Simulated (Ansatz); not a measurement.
Ansatz (an electronic-structure program) input (SVWN5/def2-TZVPD):

Ansatz 0.2 input:
```yaml
crystal:
  periodic: [false, false, false]
  atoms:
    - {symbol: Ge, position_ang: [0.01490925, -0.00173331, -0.04323745]}
    - {symbol: H, position_ang: [-1.12847948, -1.21083991, -0.61054052]}
    - {symbol: H, position_ang: [0.45515795, -0.83933470, 1.23571956]}
    - {symbol: H, position_ang: [-1.09840494, 0.91411704, 0.62972293]}
    - {symbol: H, position_ang: [1.29463033, 1.19152362, 0.12869629]}
basis:
  gaussian:
    orbitals: def2-TZVPD
hamiltonian:
  xc: {name: SVWN5}
total_charge: -1
magnetization: {spin_polarized: true, initial_magnetization: 1}
output: {forces: true}
```

End of the output:

```
mean field evaluation 1: about -56493.4153 eV, gradient 2.8e1 eV
mean field evaluation 2: about -56491.9158 eV, gradient 4.1e1 eV
mean field evaluation 4: about -56494.8621 eV, gradient 7.8e-1 eV
mean field evaluation 8: about -56494.8616 eV, gradient 4.7e-2 eV
mean field evaluation 16: about -56492.7181 eV, gradient 5.0e0 eV
mean field -56494.86159707 eV, -2076.1478700999 hartree, gradient 1.1e-5 eV, S^2 0.752238; 0 other end points of the search recorded, 0 dependent functions left out
the calculation of the forces begins
reference -56494.86163271 eV, -2076.1478714097 hartree; 19, 18 occupied and 71, 72 virtual orbitals, 577 factors
Total energy: -56494.86163271 eV, -2076.1478714097 hartree
Atom 0 at     0.014909    -0.001733    -0.043237 Å, force    -0.071344     0.008294     0.206899 eV/Å
Atom 1 at    -1.128479    -1.210840    -0.610541 Å, force     0.190957     0.164092    -0.014748 eV/Å
Atom 2 at     0.455158    -0.839335     1.235720 Å, force    -0.053822     0.073801    -0.063417 eV/Å
Atom 3 at    -1.098405     0.914117     0.629723 Å, force     0.079610    -0.076799    -0.011369 eV/Å
Atom 4 at     1.294630     1.191524     0.128696 Å, force    -0.145402    -0.169388    -0.117364 eV/Å
Dipole moment:     0.043933    -0.005108    -0.127406 e Å
```
